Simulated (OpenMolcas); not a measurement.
**Ag2+: moving the ligands**

Ag2+ with 6 ligands (sulfide) in octahedral coordination (Oh) at 2.72 Å. A charge of +1.67 e stands 2.8 Å behind each ligand. Ligand basis ANO-RCC-VDZP.
```
Ag    0.0000    0.0000    0.0000
S     2.7200    0.0000    0.0000
S     0.0000    2.7200    0.0000
S    -2.7200    0.0000    0.0000
S     0.0000   -2.7200    0.0000
S     0.0000    0.0000    2.7200
S     0.0000    0.0000   -2.7200
```

| Quantity | Value |
| --- | --- |
| Program | OpenMolcas |
| Method | SS-CASPT2, IPEA 0.25 Eh, imaginary shift 0.1 Eh (closed shells correlated: 4s 4p and the ligand valence shells) |
| Basis | ANO-RCC-VTZP [7s6p4d2f1g] |
| Scalar Hamiltonian | DKH2, point nucleus |
| Active space | 9 electrons in 5 orbitals (4d) |
| State averaging | 2S+1 = 2 even, 5 roots |
| Spin-orbit coupling | RASSI with atomic mean-field integrals over the reference wave functions |

Runs around this geometry, states (labels of O, the rotations of Oh). Energies in cm-1 above the lowest state or level, χT in cm3 K/mol; 10Dq is the gap between the two states.

| R (Å) | Ground state | First state of that spin | 10Dq | First gap with spin-orbit (degeneracies) | χT at 300 K |
| --- | --- | --- | --- | --- | --- |
| 2.54 | 2E | 2T2 7130 | 7134 | 5970 (4, 2) | 0.617 |
| 2.72 | 2E | 2T2 5620 | 5620 | 4520 (4, 2) | 0.721 |
| 2.89 | 2E | 2T2 4270 | 4273 | 3290 (4, 2) | 0.818 |

Taking |10Dq| as R^-n, n = -ln(4273 / 7134) / ln(2.89 / 2.54) = 4.0 between the shortest and longest distance. The point-charge formula for a cubic d site gives n = 5.

Roots that are degenerate in the reference are averaged as groups; the widest CASPT2 spread within a group is 350 cm-1 (the 3-fold group of multiplicity 2 near 7130 cm-1 above the lowest state of its run, R = 2.54). Shifts and gaps below about the spread of the groups concerned are not significant. Over all roots computed the reference weight is 0.62 in R = 2.54, 0.63 in R = 2.72, 0.63 to 0.64 in R = 2.89; a low but even weight reflects the number of correlated electrons. An orbital doublet at a regular site is open to a Jahn-Teller distortion, which this geometry leaves out. The sulfide ions are held by bare point charges, a crude embedding. Ligand-to-metal charge-transfer states are missing. With one d shell and no ligand orbital active, 10Dq can be off by a tenth or more. The least metal-like active orbital is 79 % on the metal (Löwdin) and no ligand orbital is active, so the numbers are rough (holds for R = 2.54). Free-ion shares, where given, are those of the reference states; single-state CASPT2 does not remix them (holds for R = 2.89). No measured value stands beside these numbers; the geometry was imposed, not optimised, and the real ion may take another.
